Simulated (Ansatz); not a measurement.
CH7AlInNS. The species carries charge 0 and has multiplicity 1. In: def2 effective core potential. The bonds changed during the relaxation, so this is another structure than the one it started from.

```xyz
12

N    -1.213    0.577   -0.095
C     0.084    0.049    0.521
Al    0.325    0.809   -1.295
S     0.580    0.902    1.976
In    0.419   -2.055    0.426
H    -1.943   -0.117   -0.199
H    -1.569    1.367    0.434
H     0.292   -0.216   -2.510
H     0.795    2.320   -1.379
H     1.169    2.003    1.456
H    -0.850   -2.962   -0.320
H     1.911   -2.678    0.984
```

Task: What are the harmonic wavenumbers in cm⁻¹ at PBE0-D4/def2-TZVP (Ansatz, finite differences of forces, unscaled)? (Estimate.)

Result: Computed: 65, 118, 149, 195, 228, 322, 364, 385, 412, 424, 498, 513, 566, 590, 608, 648, 741, 795, 922, 973, 997, 1139, 1597, 1794, 1857, 1900, 1923, 2599, 3492, 3588.

Task: Is this a minimum?

Result: Yes, all 30 modes are real.

Task: Give the ideal-gas thermochemistry at 298.15 K and 1 bar (rigid rotor, harmonic oscillator; point group C1, symmetry number 1).

Result: Zero-point energy 181.8 kJ/mol; H(298) − E = 208.3 kJ/mol; entropy 396.2 J/(mol·K), of which translation 175.4, rotation 123.0, vibration 97.8; G(298) − E = 90.2 kJ/mol. Modes under 100 cm⁻¹ are hindered rotations or soft bends, so the harmonic entropy is rough.

Task: And at 400, 500, 600, 800 and 1000 K?

Result: 
```json
{"T (K)": "400", "H − E (kJ/mol)": "224.3", "S (J/mol/K)": "442.3", "G − E (kJ/mol)": "47.4"}
{"T (K)": "500", "H − E (kJ/mol)": "242.2", "S (J/mol/K)": "482.0", "G − E (kJ/mol)": "1.2"}
{"T (K)": "600", "H − E (kJ/mol)": "261.6", "S (J/mol/K)": "517.4", "G − E (kJ/mol)": "-48.8"}
{"T (K)": "800", "H − E (kJ/mol)": "303.9", "S (J/mol/K)": "578.1", "G − E (kJ/mol)": "-158.6"}
{"T (K)": "1000", "H − E (kJ/mol)": "349.6", "S (J/mol/K)": "629.0", "G − E (kJ/mol)": "-279.4"}
```

Task: Rotational constants (cm⁻¹)?

Result: 0.07604, 0.03705, 0.02843.
